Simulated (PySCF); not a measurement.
Sn(H)3(OMe) (CH6OSn), SMILES C[O][SnH3]. Atoms are numbered in the order given.

```xyz
9

Sn     0.0303    -0.5913     0.0000
O     -0.6402     1.2958     0.0000
C      0.2577     2.3737     0.0000
H      0.9779    -0.8186    -1.4208
H     -1.4093    -1.5148     0.0000
H      0.9779    -0.8186     1.4208
H      0.9165     2.3952     0.8939
H      0.9165     2.3952    -0.8939
H     -0.3201     3.3153     0.0000
```
Charge 0, spin multiplicity 1.

The structure is a stationary point at B3LYP-D3(BJ)/def2-SVP. The def2 effective core potentials stand for the cores of Sn; spin–orbit coupling is left out.

Calculation: PySCF with C-PCM-PBE0/def2-SVP.

The values are the electrostatic part of the solvation free energy, E(continuum) − E(gas) at the gas-phase geometry, in a cavity of scaled van der Waals radii (PySCF's table); cavitation and dispersion terms are not included. A continuum can't describe solvent molecules that bind to the metal. In vacuum the orbital gap is 7.08 eV. The dipole moment in vacuum is 1.60 D.

```tsv
solvent	ε	ΔG(elec) (kcal/mol)	dipole (D)	gap (eV)
water	78.36	-3.0	2.10	7.29
N,N-dimethylformamide	37.22	-2.9	2.09	7.29
chlorobenzene	5.70	-2.4	2.00	7.25
```
